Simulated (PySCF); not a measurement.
1,3,5-trisilacyclohexane, C3H12Si3, SMILES [SiH2]1C[SiH2]C[SiH2]C1 (GFN2-xTB optimised geometry):

```
18

C      0.760     1.156    -1.360
Si    -1.137     1.247    -1.407
C     -1.838     0.180     0.000
Si    -1.223    -1.618     0.000
C      0.676    -1.618     0.000
Si     1.461    -0.609    -1.406
H      1.116     1.655    -0.458
H      1.166     1.724    -2.195
H     -1.576     2.645    -1.242
H     -1.631     0.758    -2.702
H     -1.583     0.641     0.955
H     -2.925     0.186    -0.054
H     -1.724    -2.319     1.196
H     -1.726    -2.320    -1.190
H      1.033    -2.645    -0.055
H      1.030    -1.229     0.955
H      1.160    -1.235    -2.701
H      2.925    -0.571    -1.239
```

Computed with PBE0/def2-SVP run with PySCF.

Q: What are the frontier orbital energies and the dipole moment?

A: HOMO-2 -8.92 eV, HOMO-1 -8.14 eV, HOMO -8.14 eV, LUMO 0.78 eV, LUMO+1 1.07 eV; dipole moment 0.97 D.

On the same geometry PBE/def2-SVP (PySCF 2.14.0) gives HOMO-2 -7.62 eV, HOMO-1 -6.88 eV, HOMO -6.88 eV, LUMO -0.01 eV, LUMO+1 0.23 eV; dipole moment 1.00 D.

Meta-Löwdin charges at PBE0/def2-SVP: C1 -0.65, Si2 0.62, C3 -0.65, Si4 0.62, C5 -0.65, Si6 0.62, H7 0.12, H8 0.13, H9 -0.11, H10 -0.11, H11 0.12, H12 0.13, H13 -0.11, H14 -0.11, H15 0.13, H16 0.12, H17 -0.11, H18 -0.11.
